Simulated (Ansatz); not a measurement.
Born–Oppenheimer molecular dynamics of F$_{2}$GeH$_{6}$ (9 atoms, charge 0, multiplicity 1). It starts at the highest image of a converged band. Of that band: The profile has 2 maxima (images 1, 3) with wells between them (image 2): this band takes more than one step, which may be the mechanism or a detour left from its start path. Neighbouring images differ by up to 1.4 eV, so the band resolves the path poorly. A vibrational analysis at the climbing image gives 2 clearly imaginary modes (998i, 65i cm⁻¹): a point of higher order, so a lower path passes nearby.

Level of theory: Ansatz, RKS B3LYP-D4/def2-SVP.

| Item | Value |
| --- | --- |
| ensemble | NVE (velocity Verlet) |
| time step | 0.5 fs |
| steps asked | 200 |
| starting velocities drawn for | 100 K |
| seed | 8745 |

First frame:

```xyz
9
Properties=species:S:1:pos:R:3
Ge -0.823 0.151 -0.679
H 0.659 0.983 -0.050
H -0.861 1.536 -1.409
H -2.027 0.147 0.271
H -0.692 -0.889 -1.799
H 0.917 -0.926 1.117
F -0.033 -1.315 0.515
H 1.154 0.561 0.585
F 1.706 -0.248 1.450
```

Problem. How far do the bonds stretch over the last three quarters of this one trajectory? (Pairs bonded in most of those frames.)

Solution. 
| bond | mean (Å) | spread (Å) | shortest | longest |
| --- | --- | --- | --- | --- |
| Ge1–H3 | 1.549 | 0.035 | 1.49 | 1.62 |
| Ge1–H4 | 1.539 | 0.015 | 1.51 | 1.57 |
| Ge1–H5 | 1.545 | 0.013 | 1.52 | 1.58 |
| Ge1–F7 | 1.823 | 0.096 | 1.67 | 1.99 |
| H2–H8 | 0.766 | 0.019 | 0.74 | 0.80 |
| H6–F9 | 0.943 | 0.019 | 0.91 | 0.99 |

Mean temperature of the second half: 1494 K. The conserved energy stayed within 0.06 meV per atom of its start (net change 0.0048 meV per atom), so the integration is sound. The kinetic energy rose, since the run started high on the potential surface and went downhill. It ends in pieces (FGeH3 + FH + H2), so much of that is their flight and rotation, not heat. A run of 0.1 ps of so small a system gives no equilibrium averages. The orbitals stay closed-shell, which can raise the energy where a bond breaks towards radicals; this wasn't checked here.

Time of the run: 6.8 min on 2 threads of Intel(R) Xeon(R) Platinum 8488C (Sapphire Rapids) (shared host), peak memory 0.2 GiB.
